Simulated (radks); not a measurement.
The numbers below are computed, except where a source is named.
Question: Valence configurations of P (all share [Ne]). Level of theory: scalar-relativistic Kohn-Sham, r2SCAN, spin-polarised, spherical densities, finite nucleus; open shells are filled with parallel spins first; meta-GGA in the generalised Kohn-Sham scheme; Fermi nuclear charge, rms radius 3.1889 fm (a radial shooting solver on a logarithmic mesh with Libxc functionals). Order these by energy: 3s2 3p3; 3s1 3p4; 3p5; 3s0.5 3p4.5; 3s1.5 3p3.5.

Answer: From the lowest, in eV above it: 3s2 3p3 0.000; 3s1.5 3p3.5 4.341; 3s1 3p4 8.467; 3s0.5 3p4.5 14.641; 3p5 20.141. NIST lists [Ne] 3s2 3p3 as the ground configuration; this level of theory agrees among the configurations tried. The energies are those of spherical high-spin densities, not of single terms.
